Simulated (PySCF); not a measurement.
ethylene glycol (C2H6O2), SMILES OCCO.

Geometry: PBE0-D3(BJ)/def2-SVP. The values are those of a single conformer.

The numbers are results of TDA-B3LYP/def2-SVPD in PySCF 2.14.0, not measurements.

Vertical excitations. 

Problem. Estimate the UV-visible absorptions. (The exact figures need the calculation; the answer reports its results.)

Solution. 
| state | energy (eV) | λ (nm) | f | main pairs |
|---|---|---|---|---|
| S1 | 6.69 | 185 | 0.013 | HOMO→LUMO 96 % |
| S2 | 6.93 | 179 | 0.003 | HOMO−1→LUMO 97 % |
| S3 | 7.54 | 164 | 0.016 | HOMO→LUMO+1 98 % |
| S4 | 7.71 | 161 | 0.002 | HOMO→LUMO+2 95 % |
| S5 | 8.11 | 153 | 0.029 | HOMO−1→LUMO+1 96 % |
| S6 | 8.29 | 150 | 0.087 | HOMO→LUMO+3 87 % |
| S7 | 8.32 | 149 | 0.004 | HOMO−2→LUMO 83 % |
| S8 | 8.44 | 147 | 0.012 | HOMO−1→LUMO+2 92 % |
| S9 | 8.75 | 142 | 0.019 | HOMO→LUMO+4 95 % |
| S10 | 8.83 | 140 | 0.048 | HOMO−1→LUMO+3 92 % |
| T1 | 6.53 | 190 | 0 | HOMO→LUMO 87 % |
| T2 | 6.63 | 187 | 0 | HOMO−1→LUMO 90 % |
| T3 | 7.39 | 168 | 0 | HOMO→LUMO+1 83 % |
| T4 | 7.49 | 166 | 0 | HOMO→LUMO+2 78 %, HOMO→LUMO+1 13 % |
Triplets are in the Tamm–Dancoff approximation.
